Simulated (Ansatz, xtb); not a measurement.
**Worked example: CHClF2 + C2H6OSi → CH2F2O + C2H5ClSi**

Species: CHClF2 (difluorochloromethane) `FC(F)Cl`, singlet; C2H6OSi `C=C[SiH2]O`, singlet; CH2F2O `OC(F)F`, singlet; C2H5ClSi `C=C[SiH2]Cl`, singlet. The partners trade Cl for OH: C–Cl and Si–OH bonds give way to C–OH and Si–Cl.

Shapes, held fixed at every level: PBE0-D4/def2-TZVP. Flexible molecules stand in one conformer, not always the lowest. Programs: Ansatz 0.2.0, xtb 6.7.1. The zero-point and thermal change to 298 K, harmonic and unscaled (PBE0-D4/def2-TZVP), is +4.0 kJ/mol.

At CCSD(T)/CBS estimate; 1 Eh = 2625.50 kJ/mol:

```
 species  energy (Eh)
  CHClF2  -698.003485
 C2H6OSi  -443.991098
  CH2F2O  -314.016096
C2H5ClSi  -827.997513
```

Q: Work out ΔH(298 K) of the reaction at this level.

A: 
1. Products less reactants: (-314.016096) + (-827.997513) − [(-698.003485) + (-443.991098)] = -0.019026 Eh = -50.0 kJ/mol.
2. With the thermal change: -50.0 + (+4.0) = -46.0 kJ/mol.

Other levels give -71.1 (CCSD/def2-SVP) to -47.8 kJ/mol (SPW92/def2-TZVPP). No measured value is set beside it here. The CBS estimate extrapolates MP2 from def2-TZVPP and def2-QZVPP and adds CCSD(T) − MP2 in the triple-zeta set, cores frozen.
